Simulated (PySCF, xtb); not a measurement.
H₄SSi, SMILES [SiH3]S.

Harmonic wavenumbers (cm⁻¹) from GFN2-xTB run with xtb at its own minimum, in rising order: 149, 511, 526, 541, 710, 752, 770, 788, 2312, 2324, 2379, 2465.

### Question
What does r2SCAN-D4/def2-TZVP in PySCF give at its own minimum? (The exact figures need the calculation; the answer reports its results.)

### Answer
189, 508, 537, 628, 812, 926, 935, 964, 2218, 2222, 2246, 2684. Paired by order, the mean absolute difference is 109 cm⁻¹ and the zero-point energies are 20.3 and 21.3 kcal/mol.
